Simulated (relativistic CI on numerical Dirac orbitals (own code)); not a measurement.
Bi⁶⁴⁺: sensitivity of the levels to the model

Base calculation: Dirac-Coulomb-Breit CI, KLI orbitals optimised for each configuration, model QED, unscaled Slater integrals.

CI space (outside the closed core [Ne]): 3s²3p⁶3d, 3s²3p⁵3d², 3s3p⁶3d², 3s²3p⁶4s, 3s²3p⁶4p, 3s²3p⁶4d, 3s²3p⁵3d4s, 3s²3p⁶4f, 3s²3p⁵3d4p, 3p⁶3d³, 3p⁵3d⁴, 3p⁵3d³4s. Double excitations out of closed p, d and f shells are left out; levels of such configurations are missing from the list, as are those of other unlisted configurations, and high levels can miss mixing partners. These lack a partner that the ground configuration has and come out too high: 3s²3p⁵3d4p.

Variants: (1) valence Slater integrals scaled by 0.9; (2) QED terms removed; (3) Breit term removed. Shifts of the energy above 3s²3p⁶3d ²D3/2, in eV, for the lowest level and the first level of each name with at least 55 % of one term (blank where a level changes its place among those of its configuration and J or its character, or is not in the variant):

```csv
Level,Base,Δ(1),Δ(2),Δ(3)
3s²3p⁶3d ²D3/2,0.00,0.00,0.00,0.00
3s²3p⁶3d ²D5/2,132.37,0.00,-0.32,+2.95
3s²3p⁵3d² ⁴D°1/2,298.40,+2.62,+1.41,+1.64
3s²3p⁵3d² ⁴G°9/2,424.58,+2.30,+1.11,+6.07
3s²3p⁵3d² ²H°11/2,437.28,+0.94,+1.10,+7.67
3s²3p⁵3d² ²G°9/2,457.98,-0.98,+1.10,+6.40
3s²3p⁵3d² ²F°5/2,488.27,-3.93,+1.11,+5.48
3s²3p⁵3d² ²P°1/2,495.57,-4.75,+1.12,+4.22
3s²3p⁵3d² ⁴G°11/2,556.47,+1.87,+0.79,+9.57
3s3p⁶3d² ⁴F3/2,1164.55,+1.53,+7.81,+2.03
3s3p⁶3d² ⁴F7/2,1293.17,+1.78,+7.50,+5.76
3s3p⁶3d² ⁴P3/2,1305.93,+0.53,+7.50,+4.18
3s3p⁶3d² ²G9/2,1312.35,-0.19,+7.50,+7.09
3s3p⁶3d² ²F5/2,1316.00,-0.59,+7.50,+5.34
```

At this charge energies of transitions that change n are usually good to better than 1 %, and those within a shell (Δn = 0) to a few per cent.

Ionisation energy from the two ground configurations alone: base 7136.68 eV; Breit term removed 7143.18 eV. The NIST ASD value (theoretical) is 7137 eV.

LS names give the leading component of a level, which can be under half, so a name can repeat, a term be missing and a line seem to break the LS rules.
